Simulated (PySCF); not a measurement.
Running PySCF for PbO

The script input.py:

```python
from pyscf import gto, dft

mol = gto.M(
    atom='Pb 0 0 0; O 0 0 1.995',
    basis='sbkjc',
    ecp={'Pb': 'sbkjc', 'O': 'sbkjc'},
    charge=0,
    spin=0,
    verbose=4,
)
mf = dft.RKS(mol, xc='olyp')
mf.kernel()
mf.mulliken_pop()
mf.dip_moment()
print('orbital energies (hartree):', mf.mo_energy[..., max(0, mol.nelec[1]-3):mol.nelec[0]+3].round(4))
```

```bash
$ python input.py
```

The log:

```
PySCF version 2.14.0

[INPUT] verbose = 4
[INPUT] num. atoms = 2
[INPUT] num. electrons = 10
[INPUT] charge = 0
[INPUT] spin (= nelec alpha-beta = 2S) = 0
[INPUT] symmetry False subgroup None
[INPUT] Mole.unit = angstrom
[INPUT] Symbol           X                Y                Z      unit          X                Y                Z       unit  Magmom
[INPUT]  1 Pb     0.000000000000   0.000000000000   0.000000000000 AA    0.000000000000   0.000000000000   0.000000000000 Bohr   0.0
[INPUT]  2 O      0.000000000000   0.000000000000   1.995000000000 AA    0.000000000000   0.000000000000   3.770003618507 Bohr   0.0

nuclear repulsion = 6.36604163512782
number of shells = 8
number of NR pGTOs = 36
number of NR cGTOs = 16
basis = sbkjc
ecp = {'Pb': 'sbkjc', 'O': 'sbkjc'}

******** <class 'pyscf.dft.rks.RKS'> ********
method = RKS
initial guess = minao
damping factor = 0
level_shift factor = 0
DIIS = <class 'pyscf.scf.diis.CDIIS'>
diis_start_cycle = 1
diis_space = 8
diis_damp = 0
SCF conv_tol = 1e-09
SCF conv_tol_grad = None
SCF max_cycles = 50
direct_scf = True
direct_scf_tol = 1e-13
XC library pyscf.dft.libxc version 7.0.0
    S. Lehtola, C. Steigemann, M. J.T. Oliveira, and M. A.L. Marques.,  SoftwareX 7, 1–5 (2018)
XC functionals = olyp
    N. C. Handy and A. J. Cohen.,  Mol. Phys. 99, 403 (2001)
    C. Lee, W. Yang, and R. G. Parr.,  Phys. Rev. B 37, 785 (1988)
    B. Miehlich, A. Savin, H. Stoll, and H. Preuss.,  Chem. Phys. Lett. 157, 200 (1989)
radial grids:
    Treutler-Ahlrichs [JCP 102, 346 (1995); DOI:10.1063/1.469408] (M4) radial grids

becke partition: Becke, JCP 88, 2547 (1988); DOI:10.1063/1.454033
pruning grids: <function nwchem_prune>
grids dens level: 3
symmetrized grids: False
atomic radii adjust function: <function treutler_atomic_radii_adjust>
small_rho_cutoff = 0
Set gradient conv threshold to 3.16228e-05
Initial guess from minao.
tot grids = 37312
init E= -18.6334237178033
  HOMO = -0.0945591162216354  LUMO = 0.0134817910523925  gap/eV = 2.93994
cycle= 1 E= -16.6527262089872  delta_E= 1.98  |g|= 2.79  |ddm|= 3.04
  HOMO = -0.408307461450075  LUMO = -0.223730691276045  gap/eV = 5.02259
cycle= 2 E= -15.8271403848003  delta_E= 0.826  |g|= 2.71  |ddm|= 4.53
  HOMO = -0.224151179933912  LUMO = -0.0926908672942354  gap/eV = 3.57722
cycle= 3 E= -19.4448371589867  delta_E= -3.62  |g|= 0.302  |ddm|= 3.71
  HOMO = -0.177857291381961  LUMO = -0.0800051195521557  gap/eV = 2.66269
cycle= 4 E= -17.6367922939366  delta_E= 1.81  |g|= 2.41  |ddm|= 2.07
  HOMO = -0.174445607930764  LUMO = -0.0776712682231229  gap/eV = 2.63336
cycle= 5 E= -17.769269533618  delta_E= -0.132  |g|= 2.35  |ddm|= 0.107
  HOMO = -0.181416584205674  LUMO = -0.088920001254754  gap/eV = 2.51696
cycle= 6 E= -18.4333607896481  delta_E= -0.664  |g|= 1.96  |ddm|= 0.426
  HOMO = -0.180922682278351  LUMO = -0.0887696111292477  gap/eV = 2.50761
cycle= 7 E= -18.467040584091  delta_E= -0.0337  |g|= 1.93  |ddm|= 0.0289
  HOMO = -0.18031165439971  LUMO = -0.085814104097053  gap/eV = 2.57141
cycle= 8 E= -18.2128023093595  delta_E= 0.254  |g|= 2.11  |ddm|= 0.185
  HOMO = -0.214461622057951  LUMO = -0.117346588539715  gap/eV = 2.64263
cycle= 9 E= -19.4006159853844  delta_E= -1.19  |g|= 0.531  |ddm|= 1.14
  HOMO = -0.225712035720275  LUMO = -0.114428203118147  gap/eV = 3.02819
cycle= 10 E= -19.4763182268894  delta_E= -0.0757  |g|= 0.036  |ddm|= 0.454
  HOMO = -0.223355295998139  LUMO = -0.112756074896596  gap/eV = 3.00956
cycle= 11 E= -19.4765960527887  delta_E= -0.000278  |g|= 0.00818  |ddm|= 0.0364
  HOMO = -0.223685056377782  LUMO = -0.112769970486968  gap/eV = 3.01815
cycle= 12 E= -19.4766145575067  delta_E= -1.85e-05  |g|= 0.00142  |ddm|= 0.0084
  HOMO = -0.223632844471073  LUMO = -0.112767050799982  gap/eV = 3.01681
cycle= 13 E= -19.4766151148582  delta_E= -5.57e-07  |g|= 6.26e-05  |ddm|= 0.0011
  HOMO = -0.223631707924795  LUMO = -0.112768673452707  gap/eV = 3.01674
cycle= 14 E= -19.4766151159883  delta_E= -1.13e-09  |g|= 2.23e-05  |ddm|= 9.25e-05
  HOMO = -0.223632310324833  LUMO = -0.112768460966056  gap/eV = 3.01676
cycle= 15 E= -19.4766151161235  delta_E= -1.35e-10  |g|= 8.8e-07  |ddm|= 1.88e-05
  HOMO = -0.223631963392417  LUMO = -0.112768381391338  gap/eV = 3.01675
Extra cycle  E= -19.4766151161101  delta_E= 1.33e-11  |g|= 7.2e-06  |ddm|= 6e-06
converged SCF energy = -19.4766151161101
 ** Mulliken pop  **
pop of  0 Pb 6s           1.90269
pop of  0 Pb 7s           0.08347
pop of  0 Pb 6px          0.39598
pop of  0 Pb 6py          0.39598
pop of  0 Pb 6pz          0.64035
pop of  0 Pb 7px          0.04206
pop of  0 Pb 7py          0.04206
pop of  0 Pb 7pz         -0.03600
pop of  1 O 2s            1.45868
pop of  1 O 3s            0.48943
pop of  1 O 2px           1.10538
pop of  1 O 2py           1.10538
pop of  1 O 2pz           1.13060
pop of  1 O 3px           0.45659
pop of  1 O 3py           0.45659
pop of  1 O 3pz           0.33077
 ** Mulliken atomic charges  **
charge of    0Pb =      0.53342
charge of    1O =     -0.53342
Dipole moment(X, Y, Z, Debye):  0.00000,  0.00000, -4.50941
orbital energies (hartree): [-0.231  -0.2236 -0.2236 -0.1128 -0.1128 -0.0241]
```

In short: E(SCF) = -19.476615 Eh, 15 cycles, μz(SCF) = -4.51 D.

Wall time 1.1 s on one thread of a shared host.

Stability towards an unrestricted solution was not tested. The bond length is a typed value, not an optimised one.
